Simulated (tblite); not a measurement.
C₅H₇N₃O₂.
Cartesian coordinates in Å at the GFN2-xTB level; atoms count from 1:
```
atom  x, y, z in Å
C1     3.132    0.018   -0.607
O2     1.855    0.626   -0.474
C3     0.858   -0.181   -0.133
O4     0.974   -1.369    0.065
C5    -0.417    0.540   -0.022
N6    -0.627    1.832   -0.223
C7    -1.936    1.976    0.002
N8    -2.547    0.854    0.330
N9    -1.587   -0.058    0.316
C10   -1.855   -1.430    0.625
H11    3.816    0.813   -0.889
H12    3.105   -0.758   -1.375
H13    3.437   -0.436    0.339
H14   -2.446    2.914   -0.074
H15   -1.264   -1.746    1.485
H16   -1.590   -2.066   -0.220
H17   -2.917   -1.516    0.845
```

Method: GFN2-xTB as coded in tblite; computed harmonic values from a numerical Hessian at the method's own geometry, unscaled. This tight-binding method is rough: wavenumbers can miss measured ones by several per cent, in bad cases by 10 to 20. One conformer, not necessarily the lowest.

Harmonic wavenumbers (cm⁻¹): 38.5, 53.1, 65.9, 117.8, 127.9, 215.4, 262.7, 266.7, 309.8, 416.9, 493.7, 620.8, 664.9, 728.1, 739.2, 812.2, 857.9, 970.3, 998.3, 1030.1, 1097.8, 1099.4, 1120.8, 1135.9, 1160.9, 1247.6, 1318.5, 1344.5, 1371.5, 1386.2, 1392.0, 1431.4, 1435.0, 1439.6, 1453.8, 1458.6, 1508.9, 1734.5, 2975.1, 2987.0, 3003.6, 3019.4, 3048.0, 3051.7, 3198.1.

A = 2806, B = 1022, C = 756.3 MHz; mass 141.054 u (most abundant isotopes); point group Cs, symmetry number 1.

Q: Zero-point energy?

A: ½Σν̃ = 27605 cm⁻¹ = 78.93 kcal/mol.

Q: What is S at 273.15 K and 1 bar for an ideal gas of classical rigid rotors and harmonic oscillators?

A: Translation 40.33, rotation 29.12, vibration 28.74: S = 98.2 cal/(mol K).

Q: And Cp and H(273.15 K) − H(0)?

A: Cp = 33.60 cal/(mol K), of which vibrations give 25.65 (their classical limit is 45 R = 89.4); H(273.15 K) − H(0) = 6.03 kcal/mol without the zero-point energy, 3.85 from vibrations.

Q: Blend soft modes into free rotors: weight 1/[1 + (100 cm⁻¹/ν̃)⁴] for the oscillator and the rest for a rotor with moment μB/(μ + B), μ = h/(8π²ν), B = 10⁻⁴⁴ kg m². What vibrational entropy results?

A: 25.34 cal/(mol K) in place of 28.74, which changes −T·S at 273.15 K by +0.93 kcal/mol.

Q: What must be added to the electronic energy to get the Gibbs energy at 273.15 K and 1 bar?

A: ZPE + [H(273.15 K) − H(0)] − T·S = 78.93 + 6.03 − 26.82 = 58.14 kcal/mol.

Q: How do the functions run with temperature in this model?

A: 
```tsv
T (K)	S (cal/(mol K))	Cp (cal/(mol K))	H − H(0) (kcal/mol)	G − H(0) (kcal/mol)	ln q(vib)
100	72.6	19.8	1.42	-5.84	2.45
200	88.7	27.6	3.79	-13.95	5.40
300	101.5	35.9	6.96	-23.48	8.05
500	123.8	52.4	15.85	-46.05	12.98
800	152.3	68.6	34.24	-87.62	19.86
1000	168.4	75.3	48.67	-119.72	24.10
```

q(vib) and H(0) count from the zero-point level.

Q: Which modes carry the vibrational entropy at 273.15 K?

A: 38.5 cm⁻¹: 5.16; 53.1 cm⁻¹: 4.53; 65.9 cm⁻¹: 4.10; 117.8 cm⁻¹: 2.97; 127.9 cm⁻¹: 2.81; 215.4 cm⁻¹: 1.84 cal/(mol K); the other 39 give 7.34 together.

Hindered rotation and anharmonicity are outside this model. Other conformers, if any are populated, would add a mixing term that is left out.
